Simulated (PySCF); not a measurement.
C2H4ClFSi2, SMILES [Si@@H](F)(Cl)[SiH2]C#C.

The structure is a stationary point at B3LYP-D3(BJ)/def2-SVP. The structure was generated by enumeration; whether it is a known compound was not checked. Other conformers were not sampled.

Level of theory: TDDFT-LC-ωPBE/def2-SVPD (PySCF).

Vertical excitations. Gas-phase values at a fixed geometry.

| state | energy (eV) | λ (nm) | f | main pairs |
|---|---|---|---|---|
| S1 | 5.93 | 209 | 0.001 | HOMO−1→LUMO 19 %, HOMO→LUMO+3 13 %, HOMO−1→LUMO+2 11 %, HOMO→LUMO+1 11 % |
| S2 | 6.23 | 199 | 0.018 | HOMO→LUMO 29 %, HOMO−1→LUMO+3 16 %, HOMO−1→LUMO+1 12 %, HOMO−1→LUMO+2 7 % |
| S3 | 6.26 | 198 | 0.003 | HOMO−1→LUMO 27 %, HOMO−1→LUMO+2 13 %, HOMO→LUMO+1 12 %, HOMO→LUMO+3 9 % |
| S4 | 6.89 | 180 | 0.034 | HOMO→LUMO 35 %, HOMO−2→LUMO 13 %, HOMO→LUMO+3 13 %, HOMO→LUMO+1 10 % |
| S5 | 6.99 | 177 | 0.036 | HOMO→LUMO+1 45 %, HOMO→LUMO+2 18 %, HOMO−2→LUMO+1 12 % |
| S6 | 8.04 | 154 | 0.486 | HOMO→LUMO+2 51 %, HOMO→LUMO 9 % |
| S7 | 8.24 | 150 | 0.004 | HOMO−1→LUMO+2 41 %, HOMO−1→LUMO 20 %, HOMO−1→LUMO+1 14 % |
| S8 | 8.38 | 148 | 0.062 | HOMO−2→LUMO+2 18 %, HOMO−2→LUMO 17 %, HOMO→LUMO+4 13 %, HOMO→LUMO+7 8 % |
| S9 | 8.46 | 147 | 0.024 | HOMO→LUMO+3 24 %, HOMO−2→LUMO+3 22 %, HOMO→LUMO+4 9 %, HOMO−2→LUMO+1 7 % |
| S10 | 8.55 | 145 | 0.014 | HOMO−3→LUMO+1 31 %, HOMO−2→LUMO+1 13 %, HOMO→LUMO+4 11 %, HOMO→LUMO+3 11 % |
| T1 | 4.71 | 263 | 0 | HOMO−1→LUMO+3 17 %, HOMO→LUMO 16 %, HOMO−1→LUMO+1 9 %, HOMO→LUMO+2 8 % |
| T2 | 5.22 | 237 | 0 | HOMO−1→LUMO+3 21 %, HOMO→LUMO 19 %, HOMO−1→LUMO+1 14 %, HOMO−1→LUMO+2 7 % |
| T3 | 5.24 | 237 | 0 | HOMO−1→LUMO 20 %, HOMO→LUMO+1 12 %, HOMO→LUMO+3 9 %, HOMO−1→LUMO+2 9 % |
| T4 | 5.86 | 211 | 0 | HOMO→LUMO+1 30 %, HOMO→LUMO 19 %, HOMO−1→LUMO 12 %, HOMO−1→LUMO+2 9 % |
Triplets are in the Tamm–Dancoff approximation, which puts them higher than full response would, so one can lie above its singlet here.
